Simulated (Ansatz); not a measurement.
Consider the substitution at a C–N bond: `CN(C)CCCN` + H–F → `NCCCF` + `CNC`.

Computed with Ansatz on PBE0-D4/def2-TZVP structures; ΔE is electronic, products minus reactants. CCSD(T)/CBS is the MP2 limit (def2-TZVPP, def2-QZVPP) plus CCSD(T) − MP2 in def2-TZVPP, frozen cores. This one scheme is used for every species. DFT in def2-TZVPP. B3LYP here is the variant with VWN-RPA as its local correlation; programs differ in this. Each species was taken in one conformer, which may not be the lowest.

`CN(C)CCCN`:

```xyz
21

C     0.100   -0.312    2.303
N    -0.473   -0.174    0.987
C    -1.828   -0.667    0.962
C     0.363   -0.792   -0.024
C     0.068   -0.293   -1.429
C     0.365    1.187   -1.600
N     1.790    1.447   -1.439
H     1.100    0.127    2.320
H     0.182   -1.366    2.630
H    -0.517    0.216    3.035
H    -1.890   -1.751    1.179
H    -2.428   -0.140    1.708
H    -2.286   -0.494   -0.013
H     0.278   -1.895    0.008
H     1.401   -0.540    0.205
H    -0.974   -0.486   -1.701
H     0.675   -0.873   -2.136
H    -0.166    1.735   -0.817
H    -0.036    1.527   -2.567
H     1.970    2.440   -1.373
H     2.306    1.105   -2.240
```

H–F:

Z-matrix (Å, degrees):
```
F
H 1 0.920
```

`NCCCF`:

Cartesian coordinates in Å:
```
N -1.286 1.585 -0.261
C -0.685 0.428 0.381
C 0.502 -0.065 -0.427
C 1.190 -1.231 0.234
F 2.244 -1.671 -0.548
H -1.656 1.332 -1.169
H -2.062 1.936 0.286
H -1.388 -0.407 0.537
H -0.343 0.737 1.375
H 0.169 -0.373 -1.425
H 1.212 0.755 -0.562
H 0.506 -2.076 0.370
H 1.598 -0.951 1.211
```

`CNC`:

```xyz
10

C    -0.544   -0.167    1.066
N    -0.590   -0.119   -0.377
C     0.647    0.346   -0.961
H    -1.478   -0.577    1.456
H    -0.438    0.847    1.462
H     0.292   -0.766    1.469
H    -0.821   -1.032   -0.743
H     0.816    1.388   -0.674
H     0.581    0.310   -2.050
H     1.535   -0.230   -0.648
```

```tsv
level	ΔE (kcal/mol)
revPBE-D4	8.1
B3LYP	0.7
```

Q: What does CCSD(T)/CBS give? (An estimate is asked.)

A: Ansatz gave: +8.6 kcal/mol. The listed levels differ from it by -0.5, -7.9 kcal/mol.

Largest T1 diagnostic among the species: 0.009.

At CCSD(T), def2-SVP lies −1.0 kcal/mol from the extrapolated value and def2-TZVPP −0.3 kcal/mol. The D4 term adds +4.5 kcal/mol with B3LYP and +2.7 kcal/mol with PBE0; it sums over pairs of atoms, weighted by their polarisabilities, and B3LYP, whose exchange is more repulsive, gets the larger term. In def2-TZVPP, CCSD(T) changes the Hartree–Fock value by +10.1 kcal/mol (the triples alone add +1.3 kcal/mol) and MP2 by +13.0 kcal/mol.

CCSD(T)/CBS has its own doubt, a few kJ/mol and more with outer-core shells, so smaller differences from it don't rank the levels.
